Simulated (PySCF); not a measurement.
# Shieldings and the share of exact exchange

Molecule: `[SiH3]O[SiH2]Cl`, ClH5OSi2.

Atoms are numbered as in `[SiH3:1][O:2][SiH2:3][Cl:4]` (H(Xn): hydrogen on atom n).

GIAO shieldings (ppm, equivalent atoms averaged) in PySCF 2.14.0 with density-fitted response routines on the PBE0-D3(BJ)/def2-SVP geometry, basis pcSseg-2, gas phase, non-relativistic:

```tsv
functional	exact exchange (%)	σ(Si3)	σ(Si1)	σ(O2)	σ(Cl4)
BLYP	0	338.3	359.2	266.7	860.6
BP86	0	344.0	364.0	271.4	867.9
PBE	0	344.4	365.0	271.5	867.6
B3LYP	20	352.0	371.6	276.1	883.5
PBE0	25	362.3	381.0	282.5	895.8
BHandHLYP	50	373.9	391.3	287.1	911.7
HF	100	415.3	429.0	302.6	952.6
```

Q: Fit each shielding as a line in the percentage of exact exchange.

A: σ(Si3) = 341.4 + 0.72 x (rms 3.0 ppm); σ(Si1) = 361.9 + 0.65 x (rms 2.8 ppm); σ(O2) = 270.6 + 0.33 x (rms 2.1 ppm); σ(Cl4) = 867.0 + 0.88 x (rms 3.7 ppm). The functionals also differ in their semilocal parts, which the line can't hold; Hartree–Fock has no correlation at all.

Q: What does the line predict for mPW1PW91 (25 %), and what does the run give?

A: σ(Si3): 359.4 predicted, 361.8 computed; σ(Si1): 378.1 predicted, 380.3 computed; σ(O2): 278.9 predicted, 282.3 computed; σ(Cl4): 889.0 predicted, 895.8 computed ppm.
